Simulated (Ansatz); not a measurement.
`C/C=C/C(F)(F)F`, relaxed with RKS PBE0-D4/def2-TZVP in Ansatz from a PBE-D4/def2-SVP geometry. The force threshold is 0.005 eV/Å; the program also tests the step.

Charge 0, multiplicity 1.

Start:

```xyz
12

C    -0.133   -1.191   -1.585
C     0.015   -0.647   -0.201
C    -0.025    0.656    0.130
C     0.128    1.158    1.532
F     1.192    1.996    1.638
F    -0.964    1.867    1.920
F     0.306    0.162    2.432
H    -0.283   -0.393   -2.337
H    -0.993   -1.893   -1.642
H     0.763   -1.782   -1.874
H     0.169   -1.379    0.612
H    -0.175    1.447   -0.623
```

**Question.** By how much does the energy fall, and how many steps does the optimiser take? (Estimate.)

**Answer.** Computed: 0.06 eV, in 5 steps.

**Question.** Which bonds change most? (An estimate is asked.)

**Answer.** The calculation gave: C2–C3 from 1.345 to 1.324 Å; C2–H11 from 1.104 to 1.087 Å; C3–H12 from 1.102 to 1.085 Å; C1–H9 from 1.111 to 1.094 Å.

**Question.** Give the relaxed structure. (Best estimate.)

**Answer.** Computed: 
```xyz
12

C    -0.132   -1.179   -1.572
C     0.015   -0.645   -0.193
C    -0.024    0.639    0.125
C     0.127    1.146    1.515
F     1.177    1.979    1.619
F    -0.953    1.847    1.898
F     0.305    0.172    2.415
H    -0.279   -0.383   -2.303
H    -0.983   -1.865   -1.629
H     0.753   -1.755   -1.857
H     0.166   -1.371    0.602
H    -0.171    1.416   -0.619
```
